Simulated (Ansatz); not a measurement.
System: 2,2-difluoropropanal, C3H4F2O, charge 0, multiplicity 1. 
Geometry from a B3LYP-D3(BJ)/def2-TZVP (Ansatz, a program for electronic structure) optimisation:
SMILES: CC(F)(F)C=O
```xyz
10

C     -1.2585    -0.8599     0.3058
C     -0.2744     0.1860    -0.1194
F     -0.3554     0.4131    -1.4735
F     -0.5464     1.3899     0.4875
C      1.2045    -0.1098     0.1720
O      1.5864    -1.1097     0.7073
H     -1.1905    -1.0141     1.3811
H     -2.2623    -0.5292     0.0433
H     -1.0369    -1.7998    -0.1963
H      1.8854     0.6958    -0.1630
```

Wanted: atomisation energy (electronic, to ground-state atoms), in kcal/mol. Correlated levels leave the core frozen unless marked. Open shells are spin-unrestricted. No spin-orbit coupling. Non-relativistic. The coupled-cluster limit lacks core correlation, which all-electron functionals hold. Basis-set limits of correlation are two-point, X^-3; Hartree-Fock from the larger set. [CCSD(T)-MP2]/basis is that difference in the basis named.

```tsv
level	program	atomisation energy (kcal/mol)
HF/cc-pVTZ	Ansatz	699.8
```

Q: Estimate the value at RI-MP2/CBS(cc-pVTZ,cc-pVQZ)+[CCSD(T)-MP2]/cc-pVTZ as computed with Ansatz.

A: 995.1 kcal/mol
